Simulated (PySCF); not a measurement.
Si(SH)4 (H₄S₄Si), SMILES S[Si](S)(S)S.

Geometry: r2SCAN-D4/def2-SVP. One conformer was computed; it need not be the lowest.

Computed with TDA-ωB97X/def2-SVPD run with PySCF.

Vertical excitations; the highest root listed may be one member of a degenerate set. The molecule is in vacuum. State labels are in the subgroup C2.

| state | symmetry | energy (eV) | λ (nm) | f | main pairs |
|---|---|---|---|---|---|
| S1 | B | 6.04 | 205 | 0.007 | HOMO−1→LUMO, HOMO→LUMO, HOMO−1→LUMO+4 (degenerate set) |
| S2 | B | 6.04 | 205 | 0.007 | HOMO→LUMO, HOMO−1→LUMO, HOMO→LUMO+4 (degenerate set) |
| S3 | A | 6.29 | 197 | 0.000 | HOMO−3→LUMO 42 %, HOMO−1→LUMO+2 10 %, HOMO→LUMO+3 10 %, HOMO−2→LUMO+4 8 % |
| S4 | A | 6.32 | 196 | 0.005 | HOMO−2→LUMO 41 %, HOMO−3→LUMO+4 9 %, HOMO→LUMO+2 9 %, HOMO−1→LUMO+3 9 % |
| S5 | B | 6.83 | 181 | 0.046 | HOMO−1→LUMO+1, HOMO→LUMO+1, HOMO−3→LUMO+2, HOMO−1→LUMO+5 (degenerate set) |
| S6 | B | 6.83 | 181 | 0.046 | HOMO→LUMO+1, HOMO−1→LUMO+1, HOMO−3→LUMO+3, HOMO→LUMO+5 (degenerate set) |
| S7 | A | 6.99 | 177 | 0.000 | HOMO−3→LUMO+1 27 %, HOMO−1→LUMO+3 19 %, HOMO→LUMO+2 19 %, HOMO−1→LUMO+2 7 % |
| S8 | A | 7.05 | 176 | 0.069 | HOMO→LUMO+3 19 %, HOMO−1→LUMO+2 19 %, HOMO−2→LUMO+1 19 %, HOMO−2→LUMO 16 % |
| S9 | A | 7.37 | 168 | 0.081 | HOMO−2→LUMO 16 %, HOMO−1→LUMO+3 14 %, HOMO→LUMO+2 14 %, HOMO−2→LUMO+1 8 % |
| S10 | B | 7.38 | 168 | 0.038 | HOMO→LUMO+4 43 %, HOMO−1→LUMO+4 11 %, HOMO→LUMO 10 %, HOMO−1→LUMO 7 % |
| T1 | B | 5.65 | 219 | 0 | HOMO−1→LUMO, HOMO→LUMO, HOMO−1→LUMO+4 (degenerate set) |
| T2 | B | 5.65 | 219 | 0 | HOMO→LUMO, HOMO−1→LUMO, HOMO→LUMO+4 (degenerate set) |
| T3 | A | 5.91 | 210 | 0 | HOMO−2→LUMO 40 %, HOMO−1→LUMO+3 8 %, HOMO→LUMO+2 8 %, HOMO−3→LUMO+4 7 % |
| T4 | A | 5.94 | 209 | 0 | HOMO−3→LUMO 38 %, HOMO→LUMO+3 10 %, HOMO−1→LUMO+2 10 %, HOMO−2→LUMO+4 6 % |
Triplets are in the Tamm–Dancoff approximation.
